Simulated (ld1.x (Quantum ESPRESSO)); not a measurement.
As, TM: configuration errors across variants

* Element: As (Z = 33)
* Generator: ld1.x (Quantum ESPRESSO) 7.5
* Type: norm-conserving Troullier–Martins (Kleinman–Bylander form)
* Functional: PBE
* Relativity: scalar-relativistic
* Frozen core: [Ar] 3d10
* Valence charge: 5
* Reference configuration: 4s2 4p3
* Partial waves: 4p (bound): rc 2.10 bohr; 4s (bound): rc 1.20 bohr
* Local potential: the s channel
* Core correction: none

All-electron excitation energies from the reference (eV): (1) 4s2 4p2 9.149; (2) 4s2 4p1 27.067; (3) 4s2 4p0 54.770; (4) 4s2 4p2.5 3.555; (5) 4s1 4p0 105.417; (6) 4s2 4p3.3 -1.234; (7) 4s0 4p5 19.056.

A true bound ghost makes a file unfit for plane-wave use even where its test errors are small: the radial tests pick states by their node count and pass the ghost by.

Errors AE − PS in meV (a dash: test not solved or not reliable):

```tsv
change	(1)	(2)	(3)	(4)	(5)	(6)	(7)	bound ghosts
base	-5.1	-18	+5.7	-1.4	+144	0.0	+88	p
all radii scaled by about 0.87 (s 1.04, p 1.82 bohr)	+0.1	+20	+145	-0.4	+505	+0.1	+170	p
all radii scaled by about 0.92 (s 1.10, p 1.92 bohr)	-3.6	-6.6	+49	-1.1	+209	+0.1	+131	p
all radii scaled by about 1.11 (s 1.34, p 2.32 bohr)	-5.5	-28	-51	-1.3	+73	+0.1	+36	p
all radii scaled by about 1.18 (s 1.42, p 2.48 bohr)	-5.9	-32	-72	-1.4	+44	+0.1	+36	p
all radii scaled by about 1.28 (s 1.54, p 2.70 bohr)	-6.6	-40	-106	-1.4	-15	+0.1	+48	p
all radii scaled by about 1.38 (s 1.66, p 2.90 bohr)	-7.2	-44	-123	-1.5	-46	+0.1	+51	p
```

(1) Give the same row for: all radii scaled by about 0.76 (s 0.92, p 1.60 bohr).

Answers

(1) -113, +56, +295, -45, +1448, +17, +179; bound ghosts: p.
